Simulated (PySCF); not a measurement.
## Correlation energy of Mo³⁺ (molybdenum, charge +3)

Starting occupation: [Kr] 4d3, 4d3/2 with m_j = -1/2, +1/2, +3/2. Calculation: PySCF 2.14, in x2c-TZVPPall-2c; X2C-1e with screened-nucleus spin-orbit coupling, Gaussian nucleus. Frozen: [Ar] 3d10; 11 electrons correlated; the 6 highest virtual spinors left out.

MP2 pair energies summed by pair of shells (mhartree):

```
 pair   energy  share (%)
4d-4p  -106.85       38.8
4p-4p  -100.13       36.3
4p-4s   -34.23       12.4
4d-4d   -15.61        5.7
4d-4s   -13.02        4.7
4s-4s    -5.88        2.1
```

Total MP2 correlation energy: -275.73 mhartree.

The GHF reference relaxed away from the jj start to a determinant that is no pure jj level (⟨S²⟩ = 3.74, ⟨J²⟩ = 6.41); the energies belong to that determinant.

This basis was not built for core-valence correlation, so the inner-shell part is incomplete.
